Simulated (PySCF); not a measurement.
## Mn⁺: ionisation energy

Mn⁺ [Ar] 3d5 4s1 (7S) → Mn²⁺ [Ar] 3d5 (6S), as a difference of total energies. Calculation: PySCF 2.14, in pcseg-2; no relativity, point nucleus. Correlated levels: valence: [Ar] frozen. The calculations carry no spin-orbit coupling.

```tsv
method	ionisation energy (eV)
UHF	14.713
BP86	16.176
M06-L	15.228
MP2 (valence)	15.133
SCS-MP2 (valence)	14.853
```

Q: How much does correlation contribute at MP2 (valence)?

A: 15.133 − (14.713) = 0.420 eV, measured against UHF.

These non-relativistic numbers lack the scalar-relativistic shift.

Errors of the correlated levels include the incompleteness of this basis and the frozen core.

For comparison: 15.640 eV (measured; NIST Atomic Spectra Database, ionization energies).
